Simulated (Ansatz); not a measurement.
## Reading a saddle point

A first-order saddle point of SiH₄BrCl, singlet, PBE0-D4/def2-TZVP, with one imaginary mode of 612i cm⁻¹:

```tsv
atom	x (Å)	y (Å)	z (Å)
Si1	-0.3229	0.2421	-0.2725
Br2	0.4237	-2.2446	-0.0878
H3	0.2158	0.2155	-1.6344
H4	-1.6390	-0.2061	0.1891
Cl5	-0.4036	2.2945	0.1201
H6	0.8687	-0.5865	0.7478
H7	0.8573	0.2852	0.9377
```

Ansatz 0.2.0; basis: def2-TZVPP and def2-QZVPP; cores frozen in the correlated methods. Filled d shells of the heavier atoms are correlated. The def2 sets are not built for correlating such inner shells, so the correlated values are less sure here. Extrapolation: Hartree–Fock as exp(−7.88 √X), correlation as X^−2.97.

Task: Which contacts change along the imaginary mode, and what lies on either side? (Judge from chemistry; the calculation decides.)

Result: Computed: The step is SiH₂BrCl ([Cl][SiH2][Br]) + H₂ → SiH₃Cl ([SiH3][Cl]) + HBr, with the molecules in contact on both sides. Shortening one way: Si1–H7, Br2–H6; lengthening the same way: Si1–Br2, H6–H7.
| pair | one side (Å) | saddle (Å) | other side (Å) |
| --- | --- | --- | --- |
| Si1–H7 | 4.90 | 1.69 | 1.48 |
| Br2–H6 | 3.51 | 1.91 | 1.42 |
| Si1–Br2 | 2.21 | 2.60 | 3.65 |
| H6–H7 | 0.75 | 0.89 | 3.20 |

Task: Which side is lower, and how far does the saddle lie above each? (An estimate is asked for; the value comes from the calculation.)

Result: Computed: The side with Si1–Br2, H6–H7 short is lower by 0.722 eV; the saddle lies 2.189 eV above it and 1.466 eV above the other (CCSD(T) at an estimated basis limit (MP2 extrapolated from triple and quadruple zeta, plus CCSD(T) − MP2 in triple zeta); electronic energies).

T1 diagnostic: at most 0.010.

Labels in which every atom is bracketed show which atoms are joined, not bond orders.

For scale, one of the runs: CCSD(T)/def2-TZVPP, 188 basis functions, launched by `ansatz run in.yaml --threads 4 --pin off --events-out ev --progress --plain --max-ram 9574MiB`. Hardware: 4 CPU threads of an Arm Neoverse V1, shared host. Wall time 38 s; peak host memory 1.9 GiB.
